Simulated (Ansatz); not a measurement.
Species: [Cd(Br)2] (charge 0, multiplicity 1).

Give a relaxed geometry from PBE-D3(BJ)/def2-SVP in Ansatz (a quantum-chemistry and plane-wave program).

the end point of this relaxation.
Cartesian coordinates (Å) in one orientation:
```xyz
3

Cd     0.000     0.000     0.000
Br    -2.054     1.063    -0.712
Br     2.054    -1.063     0.712
```
